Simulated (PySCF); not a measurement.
Molecule: SMILES CC(C)S(C)(=O)=O, C4H10O2S.

Structure with atom numbers: `[CH3:1][CH:2]([CH3:3])[S:4]([CH3:5])(=[O:6])=[O:7]`. Each H is labelled by its parent atom.

Geometry PBE0-D3(BJ)/def2-SVP throughout; GIAO in PySCF, gas phase, one conformer, non-relativistic; equivalent atoms averaged; basis pcSseg-1.

For orientation, BHandHLYP gives these shifts δ (against TMS, CS2, H2O at the same level): C2 57.5, C5 40.9, C1/C3 15.5, S4 314.5, O6/O7 185.9, H(C2) 2.25, H(C5) 2.55, H(C1)/H(C3) 1.34 ppm.

A run gave: C2 59.0, C5 42.4, C1/C3 15.9, S4 314.6, O6/O7 196.8, H(C2) 2.31, H(C5) 2.57, H(C1)/H(C3) 1.30 ppm (shifts δ (against TMS, CS2, H2O at the same level)).

Which functional was used in that run?
A. wB97X-D
B. KT3
C. B97-D
D. BP86

## Answers

A. H(C2) tells them apart best: wB97X-D gives 2.31, B97-D gives 2.61, KT3 gives 2.58, BP86 gives 2.61 ppm.
